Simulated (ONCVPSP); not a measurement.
## Scattering properties, ONCV potential for Zn

```json
{"Element": "Zn", "Generator": "ONCVPSP 4.0.1", "Type": "optimised norm-conserving Vanderbilt (ONCV)", "Functional": "PBE", "Relativity": "fully relativistic", "Frozen core": "[Ne]", "Valence charge": "20", "Reference configuration": "3s2 3p6 3d10 4s2", "Partial waves": "3s+4s: rc 1.35 bohr, ncon 3, nbas 8, qcut 7.6 1/bohr, 2 projectors; 3p: rc 0.85 bohr, ncon 4, nbas 9, qcut 13.5 1/bohr, 2 projectors, debl 3.8 Ha; 3d: rc 1.50 bohr, ncon 3, nbas 7, qcut 11 1/bohr, 3 projectors, debl 3.4 Ha", "Local potential": "polynomial inside 0.80 bohr (lpopt 5, dvloc0 -1 Ha)", "Core correction": "Teter function, fcfact 4, rcfact 1.45"}
```

Open shells are filled in proportion to 2j + 1.

The phase is arctan(r·R′/R) of the radial function R(r), unwrapped; energies in Ha, scanned from -6 to 5 Ha. A pole is an energy at which the radial function vanishes at the test radius. The pseudo phase is shifted by a multiple of π to meet the all-electron one at the reference energy, and phase errors are pseudo minus all-electron; the curves can meet again beyond the range given. Levels narrower than the energy grid can be missing from the lists of poles.

```csv
channel,radius (bohr),reference energy (Ha),"poles, all-electron","poles, pseudo",unbroken range about the reference energy with phases within 0.05 rad,phase error 1 Ha above the reference energy (rad)
s,1.37,-0.22,-4.50,-4.50,the whole range,-0.001
p3/2,0.87,-3.03,1.08,1.08,the whole range,+0.000
p1/2,0.87,-3.14,0.81,0.81,the whole range,+0.000
d5/2,1.52,-0.37,0.02,0.02,the whole range,-0.000
d3/2,1.52,-0.38,0.00,0.00,the whole range,-0.000
```

Phases in the s channel:

```
E (Ha)  all-electron  pseudo
 -5.96         1.125   1.125
 -5.68         1.034   1.034
 -5.40         0.824   0.823
 -5.12         0.033   0.032
 -4.84        -1.199  -1.199
 -4.56        -1.538  -1.538
 -4.28        -1.663  -1.664
 -4.00        -1.733  -1.733
 -3.72        -1.781  -1.781
 -3.44        -1.819  -1.819
 -3.16        -1.854  -1.854
 -2.88        -1.887  -1.887
 -2.60        -1.920  -1.920
 -2.32        -1.956  -1.956
 -2.04        -1.996  -1.996
 -1.76        -2.041  -2.041
 -1.48        -2.094  -2.095
 -1.20        -2.159  -2.159
 -0.92        -2.238  -2.238
 -0.64        -2.338  -2.338
 -0.36        -2.467  -2.466
 -0.08        -2.633  -2.633
  0.20        -2.844  -2.844
  0.48        -3.095  -3.096
  0.76        -3.364  -3.365
  1.04        -3.615  -3.616
  1.32        -3.825  -3.827
  1.60        -3.990  -3.993
  1.88        -4.118  -4.121
  2.16        -4.216  -4.220
  2.44        -4.294  -4.298
  2.72        -4.356  -4.360
  3.00        -4.406  -4.411
  3.28        -4.448  -4.453
  3.56        -4.484  -4.489
  3.84        -4.514  -4.520
  4.12        -4.541  -4.547
  4.40        -4.564  -4.571
  4.68        -4.585  -4.593
  4.96        -4.603  -4.612
```
